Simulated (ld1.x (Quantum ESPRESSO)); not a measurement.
Scattering properties, TM potential for thallium

Tl (Z = 81), norm-conserving Troullier–Martins (Kleinman–Bylander form), made with ld1.x (Quantum ESPRESSO) 7.5 (PBE, scalar-relativistic). Core [Xe] 4f14 5d10, reference 6s2 6p1. Waves: 6p (bound): rc 2.30 bohr; 6d channel at 0.45 Ry: rc 2.30 bohr; 6s (bound): rc 1.65 bohr. Local part: the s channel. Core correction: a·sin(br)/r model core, default radius (core density twice the valence density).

The phase is arctan(r·u′/u) with u = r·R(r), unwrapped; energies in Ry, scanned from -3 to 5 Ry. A pole is an energy at which the radial function vanishes at the test radius. The pseudo phase is shifted by a multiple of π to meet the all-electron one at the reference energy, and phase errors are pseudo minus all-electron; the curves can meet again beyond the range given. Levels narrower than the energy grid can be missing from the lists of poles.

```json
{"channel": "s", "radius (bohr)": "2.49", "reference energy (Ry)": "-0.70", "poles, all-electron": "1.24", "poles, pseudo": "1.03, 4.04", "unbroken range about the reference energy with phases within 0.05 rad": "below 1.6", "phase error 1 Ry above the reference energy (rad)": "-0.010"}
{"channel": "p", "radius (bohr)": "2.49", "reference energy (Ry)": "-0.17", "poles, all-electron": "3.14", "poles, pseudo": "2.83", "unbroken range about the reference energy with phases within 0.05 rad": "below 4.1", "phase error 1 Ry above the reference energy (rad)": "-0.016"}
{"channel": "d", "radius (bohr)": "2.49", "reference energy (Ry)": "0.45", "poles, all-electron": "-0.87", "poles, pseudo": "-1.48, 4.38", "unbroken range about the reference energy with phases within 0.05 rad": "-0.6 to 1.3", "phase error 1 Ry above the reference energy (rad)": "-0.101"}
```

Note: ghost state, extra bound levels that the all-electron valence spectrum of the same l lacks: d at -25.2 eV. A true bound ghost makes a file unfit for plane-wave use.

Phases in the p channel:

```tsv
E (Ry)	all-electron	pseudo
-3.00	1.312	1.306
-2.76	1.298	1.293
-2.52	1.282	1.277
-2.28	1.263	1.258
-2.04	1.240	1.235
-1.80	1.213	1.208
-1.56	1.179	1.174
-1.32	1.135	1.131
-1.08	1.077	1.074
-0.84	0.998	0.995
-0.60	0.882	0.880
-0.36	0.704	0.703
-0.12	0.420	0.420
0.12	-0.000	-0.003
0.36	-0.466	-0.476
0.60	-0.823	-0.837
0.84	-1.050	-1.067
1.08	-1.196	-1.213
1.32	-1.293	-1.311
1.56	-1.362	-1.381
1.80	-1.414	-1.433
2.04	-1.454	-1.475
2.28	-1.487	-1.509
2.52	-1.515	-1.538
2.76	-1.538	-1.564
3.00	-1.559	-1.587
3.24	-1.578	-1.609
3.48	-1.595	-1.630
3.72	-1.612	-1.651
3.96	-1.628	-1.673
4.20	-1.644	-1.696
4.44	-1.659	-1.720
4.68	-1.676	-1.749
4.92	-1.693	-1.782
```
